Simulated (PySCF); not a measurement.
# Trend along the fifth-period p block: MBr cations

CCSD(T) with double-zeta basis sets in PySCF, for the lowest determinant that a PBE0 search found; no spin–orbit coupling. De refers to high-spin ground-configuration atoms (the charge goes to the atom of lower measured ionisation energy or higher electron affinity, which is not always the lowest computed limit).

```csv
M,basis,"reference, frozen orbitals",charged atom,state (unpaired electrons),Re (Å),ωe (cm⁻¹),De (eV)
Sn,def2-SVP,"RHF, 13",Sn+,singlet (closed shell),2.437,298,3.47
Sb,def2-SVP,"UHF, 13",Sb+,doublet (π ↑),2.429,302,2.77
Te,def2-SVP,"UHF, 13",Te+,triplet (π ↑↑),2.435,290,1.84
I,cc-pVDZ-PP,"UHF, 8",I+,doublet (π ↑),2.444,285,1.92
```

Problem. By what factor does the bond length vary along the series?

Solution. At CCSD(T) it runs from 2.429 Å (SbBr⁺) to 2.444 Å (IBr⁺), a factor of 1.01.

The rows differ in basis set, which adds steps of its own.

The state changes along the series, so neighbouring rows are not always alike in their bonding.

Correlated steps freeze the inner cores (8 to 13 orbitals); shallow outer-core shells are correlated. Correlated levels converge slowly with the basis: in double zeta they bind strong bonds too weakly, by up to about 1 eV, and carry superposition errors of some tenths. Spin–orbit coupling is left out, which matters for elements this heavy, above all for dissociation energies. For an ion De counts to the pair picked by the measured ionisation energies or electron affinities, which need not be the lowest pair at this level. Where the molecule has an RHF reference, its open-shell atoms are computed with UHF. States were picked by a PBE0 search and need not be the measured ground states.
